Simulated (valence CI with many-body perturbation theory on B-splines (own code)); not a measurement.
The numbers below are computed, except where a source is named.
**Run record, Ga XXVII**

The program does CI of the valence electrons with many-body perturbation theory for a frozen closed Dirac-Fock core.

Command, and the settings that its task file holds:

```sh
python run_cv.py task.json out
```

```
atom Ga  Z=31  mass_number=69  rms_radius_fm=3.9973
core [He]
valence 2s2 2p1
avg = 1
basis = S
breit = 1
cap = 10000
capref = 1200
cscale = 1
de = 0.0
dress = 0
eps = 2e-08
extrap = 1
h = 0.27
hh = 1
l2 = 3
lcore = 6
maxit = 60
n2 = 5
natural = 1
nlev = 20
nno = [3, 3, 3, 2, 1]
nroot = 26
ns = 4
nsp = [3, 3, 2, 1, 0]
pt2 = 1
qed = 1
rpa = 1
s1 = 1
s2 = 1
s3 = 1
screen = 1
tol = 2e-05
whole = 1
```

Log. The first blocks belong to the next ion, which gives the ionisation energy. Fields: 2J, parity (1 odd), roots, reference size, generating configurations, candidates as configurations/state functions, variational space P, stored matrix elements, Davidson steps; e2 is the range of second-order energies in hartree. The first line gives the box (bohr), its intervals, the orbitals and the steps of their self-consistent field. Window is the range of levels sought, series limit the energy at which the first omitted orbital would enter, core excitation an estimate of the first excitation out of the core, left out the lowest levels not solved, and shifts from estimates the range by which levels moved from their first estimate, all in cm⁻¹.

```
rmax 2.2 intervals 57 orbitals 36 references ['2s2 2p', '2s 2p2', '2p3'] scf 3 t 0.6
2J=0 par=0 roots 2 ref 15 generators 3 cand 92/92 P 107/107 nnz 0 it 0
   second order: generators 6 cand 0/0 e2 -0.00000 -0.00000
reference levels 291, estimated 265, window 12605531 1/cm; series limit 16385585, core excitation 76336849
2J=1 par=1 roots 8 ref 32 generators 13 cand 206/325 P 1977/2898 nnz 1e+06 it 3
2J=1 par=1 roots 8 ref 32 generators 13 cand 38/53 P 2015/2951 nnz 1e+06 it 4
   second order: generators 26 cand 449/657 e2 -0.00000 -0.00000
2J=3 par=1 roots 12 ref 47 generators 16 cand 481/1029 P 2037/4148 nnz 2.1e+06 it 4
2J=3 par=1 roots 12 ref 47 generators 16 cand 95/169 P 2132/4317 nnz 2.3e+06 it 4
   second order: generators 31 cand 1004/2130 e2 -0.00000 -0.00000
2J=1 par=0 roots 9 ref 34 generators 12 cand 112/165 P 1840/2696 nnz 9e+05 it 3
2J=1 par=0 roots 9 ref 34 generators 15 cand 39/57 P 1879/2753 nnz 9.3e+05 it 3
   second order: generators 28 cand 606/871 e2 -0.00000 -0.00000
2J=3 par=0 roots 10 ref 45 generators 13 cand 404/849 P 1911/3831 nnz 1.8e+06 it 4
2J=3 par=0 roots 10 ref 45 generators 14 cand 110/222 P 2021/4053 nnz 2e+06 it 3
   second order: generators 32 cand 1064/2404 e2 -0.00001 -0.00000
2J=5 par=0 roots 7 ref 39 generators 12 cand 460/1021 P 1677/3578 nnz 1.7e+06 it 4
2J=5 par=0 roots 7 ref 39 generators 14 cand 228/531 P 1905/4109 nnz 2.2e+06 it 4
   second order: generators 26 cand 948/2469 e2 -0.00001 -0.00000
2J=5 par=1 roots 6 ref 36 generators 10 cand 452/1002 P 1614/3516 nnz 1.7e+06 it 4
2J=5 par=1 roots 6 ref 36 generators 10 cand 217/524 P 1831/4040 nnz 2.2e+06 it 4
   second order: generators 21 cand 1231/3132 e2 -0.00000 -0.00000
2J=7 par=0 roots 2 ref 19 generators 5 cand 435/951 P 1532/3466 nnz 1.7e+06 it 4
2J=7 par=0 roots 2 ref 19 generators 5 cand 124/307 P 1656/3773 nnz 2e+06 it 3
   second order: generators 9 cand 472/1048 e2 -0.00000 -0.00000
2J=7 par=1 roots 2 ref 21 generators 5 cand 289/735 P 1511/3342 nnz 1.6e+06 it 4
2J=7 par=1 roots 2 ref 21 generators 5 cand 87/172 P 1598/3514 nnz 1.7e+06 it 4
   second order: generators 10 cand 593/1456 e2 -0.00000 -0.00000
2J=9 par=1 roots 1 ref 7 generators 1 cand 109/236 P 1211/2717 nnz 1.2e+06 it 3
2J=9 par=1 roots 1 ref 7 generators 1 cand 23/33 P 1234/2750 nnz 1.2e+06 it 4
   second order: generators 6 cand 479/989 e2 -0.00000 -0.00000
left out: unestimated 18265777, estimated 13342402, shifts from estimates -1 to 48
```

Question: What became of the run, and why?

Answer: It gave no result: the setting left no core shell for the response of the core. The program said: "need at least one array to concatenate".
